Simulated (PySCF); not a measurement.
## Electric field gradients and quadrupole coupling constants

Compound: C₇H₁₄O₂.
SMILES with atom numbers: `[CH3:1][O:2][C:3]([CH3:4])([O:5][CH3:6])[CH:7]1[CH2:8][CH2:9]1` (hydrogens: H10, H11, H12 on C1; H13, H14, H15 on C4; H16, H17, H18 on C6; H19 on C7; H20, H21 on C8; H22, H23 on C9)

Structure used (GFN2-xTB), in Å, numbered top down from 1:
```xyz
23
C7H14O2 angstrom
C     -1.8832   -1.1204    1.0244
O     -0.5569   -0.6621    0.8742
C     -0.2441   -0.0822   -0.3743
C     -0.5390   -1.0190   -1.5536
O     -1.0366    1.0688   -0.6100
C     -0.8726    2.1221    0.3165
C      1.2435    0.2529   -0.3505
C      2.2321   -0.7580    0.1444
C      1.9816    0.4881    0.9329
H     -2.5984   -0.3989    0.6206
H     -2.0433   -1.2321    2.0959
H     -2.0289   -2.0892    0.5355
H     -0.1206   -0.5908   -2.4587
H     -1.6118   -1.1248   -1.6853
H     -0.0889   -1.9898   -1.3685
H     -0.9550    1.7599    1.3449
H     -1.6759    2.8272    0.1099
H      0.0937    2.6191    0.1894
H      1.5261    0.8514   -1.2087
H      3.1670   -0.8615   -0.3852
H      1.8395   -1.6807    0.5404
H      1.4260    0.3910    1.8513
H      2.7409    1.2561    0.9487
```

Field gradients from the PBE0/pcSseg-1 density (PySCF, non-relativistic), principal values in atomic units, ordered |Vxx| ≤ |Vyy| ≤ |Vzz|:

```json
{"atom": "O2", "Vxx": "-0.1046", "Vyy": "-1.8791", "Vzz": "1.9837"}
{"atom": "O5", "Vxx": "-0.1094", "Vyy": "-1.8600", "Vzz": "1.9694"}
```

**Question.** Find the asymmetry η = (Vxx − Vyy)/Vzz and the couplings χ = eQV/h (234.96 MHz × Q in barn × V in au), with Q(17O) = −0.0256 b.

**Answer.** 
```json
{"atom": "O2", "environment": "ether oxygen", "nucleus": "17O", "η": "0.89", "χzz (MHz)": "-11.93", "χxx (MHz)": "0.63", "χyy (MHz)": "11.30"}
{"atom": "O5", "environment": "ether oxygen", "nucleus": "17O", "η": "0.89", "χzz (MHz)": "-11.85", "χxx (MHz)": "0.66", "χyy (MHz)": "11.19"}
```

The tensor is traceless: Vxx + Vyy + Vzz = 0.

**Question.** What is Vzz at O5 in SI units (1 au = 9.71736 × 10²¹ V/m²)?

**Answer.** 1.9694 au = 19.138 × 10²¹ V/m².

**Question.** What couplings would deuterons (Q(2H) = 0.00286 b) have in place of the hydrogens, at this geometry?

**Answer.** 
| atom | bonded to | bond length (Å) | Vzz (au) | η | χzz (kHz) |
| --- | --- | --- | --- | --- | --- |
| H10 | C1 | 1.093 | 0.2931 | 0.06 | 197 |
| H11 | C1 | 1.089 | 0.3061 | 0.07 | 206 |
| H12 | C1 | 1.095 | 0.2947 | 0.07 | 198 |
| H13 | C4 | 1.085 | 0.3189 | 0.03 | 214 |
| H14 | C4 | 1.086 | 0.3172 | 0.02 | 213 |
| H15 | C4 | 1.086 | 0.3172 | 0.02 | 213 |
| H16 | C6 | 1.093 | 0.2948 | 0.07 | 198 |
| H17 | C6 | 1.089 | 0.3075 | 0.06 | 207 |
| H18 | C6 | 1.094 | 0.2959 | 0.08 | 199 |
| H19 | C7 | 1.084 | 0.3210 | 0.09 | 216 |
| H20 | C8 | 1.079 | 0.3330 | 0.07 | 224 |
| H21 | C8 | 1.078 | 0.3331 | 0.06 | 224 |
| H22 | C9 | 1.078 | 0.3328 | 0.05 | 224 |
| H23 | C9 | 1.080 | 0.3321 | 0.06 | 223 |

The structure is a single GFN2-xTB conformer in the gas phase; no vibrational or solvent corrections. GFN2-xTB bond lengths can be off by several hundredths of an ångström, more for odd bonds, and the gradients follow them. These gradients aren't converged with respect to the basis.

These values come from a run that also computed NMR shieldings. The run took 62 s of wall time on an x86-64 server with one thread, on a shared host.
